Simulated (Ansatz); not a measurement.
`[OH][Hf]([Cl])([Cl])[Cl]` + `F[SiH](Cl)I` → hafnium tetrachloride + `O[SiH](F)I` at 700 K and 1 bar (redistribution).

Calculated with Ansatz (gas phase, PBE0-D4/def2-TZVP geometries, no zero-point term in ΔE). CCSD(T)/CBS is the MP2 limit (def2-TZVPP, def2-QZVPP) plus CCSD(T) − MP2 in def2-TZVPP, frozen cores. Elements past krypton have def2 core potentials. For Hf, I outer-core shells are correlated without core-valence functions, which leaves a few kJ/mol of doubt a bond. Each species was taken in one conformer, which may not be the lowest.

| species | CCSD(T)/CBS energy (Eh) | H − E (kJ/mol) | S (J/(mol·K)) |
| --- | --- | --- | --- |
| `[OH][Hf]([Cl])([Cl])[Cl]` | -1503.31799 | 113.6 | 489.8 |
| `F[SiH](Cl)I` | -1146.84711 | 89.2 | 405.1 |
| `[Cl][Hf]([Cl])([Cl])[Cl]` | -1887.32756 | 77.0 | 463.4 |
| `O[SiH](F)I` | -762.85028 | 127.1 | 410.4 |

H − E and S are ideal-gas, rigid-rotor, harmonic terms from PBE0-D4/def2-TZVP, for one conformer and one mirror image of each species. 1 Eh = 2625.50 kJ/mol, R = 8.31446 J/(mol·K).

Problem. By hand: ΔE, ΔH, ΔS and ΔG.

Solution. ΔE = (-1887.32756) + (-762.85028) − (-1503.31799) − (-1146.84711) = -0.01274 Eh = -33.4 kJ/mol. Δ(H − E) = 77.0 + 127.1 − 113.6 − 89.2 = 1.3, so ΔH = -32.1 kJ/mol. ΔS = 463.4 + 410.4 − 489.8 − 405.1 = -21.1 J/(mol·K). ΔG = -32.1 − 700 × (-21.1)/1000 = -17.3 kJ/mol.

Problem. By hand: the equilibrium constant, and the temperature at which ΔG would vanish if ΔH and ΔS stayed fixed.

Solution. log₁₀ K = −ΔG/(RT ln 10) = 1.3. ΔG = 0 at ΔH/ΔS = 1521 K.

TΔS isn't small against ΔH here. A doubt of 5 kJ/mol in ΔE shifts log₁₀ K by 0.4 here. Other conformers and mirror images would add mixing entropy, several J/(mol·K) or more a flexible species. These are equilibria of isolated gas molecules and say nothing of rates. Largest T1 diagnostic: 0.014 (customary marks: 0.02 for closed shells, 0.045 for open ones).
